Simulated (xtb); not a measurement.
C2H8GaN, SMILES [CH3][Ga]([CH3])[NH2]. All values are semi-empirical tight-binding results from xtb (GFN2-xTB unless named), good for trends rather than for accurate numbers. Geometry optimised at GFN2-xTB. The isomer is the one that the SMILES or the coordinates give; other isomers of the formula were not compared. The values are those of a single conformer.

The geometry has at least one imaginary mode, so it is a saddle point at that level.

For metal compounds this method's bond lengths and energies can be far off.

| Item | Result |
|---|---|
| orbital gap | 4.33 eV |
